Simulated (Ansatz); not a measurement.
One change: `[OH][Sb]([F])[SiH3]` becomes `[F][Sb]([SiH3])[SiH3]`.

Ansatz, PBE0-D4/def2-TZVP geometries, multiplicity 1. Each molecule was computed in one conformer, which needn't be the lowest.

Elements past krypton have def2 core potentials.  Spin–orbit coupling is left out; it splits and shifts lone-pair levels of the heavy atoms by tenths of an eV.

| property | `[OH][Sb]([F])[SiH3]` |
| --- | --- |
| LUMO energy (ωB97M-V/def2-TZVPP) / eV | 0.34 |
| size of the dipole moment (B3LYP/def2-TZVPP) / D | 2.25 |
| ideal-gas entropy at 298 K and 1 bar (rigid rotor, harmonic PBE0-D4/def2-TZVP) / J/(mol·K) | 362 |
| HOMO energy (PBE0/def2-TZVPP) / eV | -7.26 |
| size of the dipole moment (ωB97M-V/def2-TZVPP) / D | 2.30 |
| HOMO energy (ωB97M-V/def2-TZVPP) / eV | -9.24 |

(1) Give the same properties after the change, and the shifts. (Estimate.)

Results:

(1) The calculation gave: 
```json
{"property": "LUMO energy (ωB97M-V/def2-TZVPP) / eV", "`[F][Sb]([SiH3])[SiH3]`": "-0.07", "shift": "-0.41"}
{"property": "size of the dipole moment (B3LYP/def2-TZVPP) / D", "`[F][Sb]([SiH3])[SiH3]`": "2.27", "shift": "0.02"}
{"property": "ideal-gas entropy at 298 K and 1 bar (rigid rotor, harmonic PBE0-D4/def2-TZVP) / J/(mol·K)", "`[F][Sb]([SiH3])[SiH3]`": "402", "shift": "40"}
{"property": "HOMO energy (PBE0/def2-TZVPP) / eV", "`[F][Sb]([SiH3])[SiH3]`": "-7.21", "shift": "0.05"}
{"property": "size of the dipole moment (ωB97M-V/def2-TZVPP) / D", "`[F][Sb]([SiH3])[SiH3]`": "2.29", "shift": "-0.01"}
{"property": "HOMO energy (ωB97M-V/def2-TZVPP) / eV", "`[F][Sb]([SiH3])[SiH3]`": "-9.16", "shift": "0.08"}
```

With PBE0 the HOMO rises by 0.05 eV and the LUMO falls by 0.44 eV, so the gap narrows by about 0.49 eV. PBE moves the HOMO by -0.01 eV and ωB97M-V by 0.08 eV. The zero-point energy changes by 29.6 kJ/mol with +6 modes. Dipoles are sizes alone; their direction can turn. Modes under 60 cm⁻¹, often nearly free rotors, make the harmonic entropy too high.

Positive LUMOs are unbound, so they and the gaps depend on the basis.

B3LYP here is the variant with VWN-RPA as its local correlation; programs differ in this.
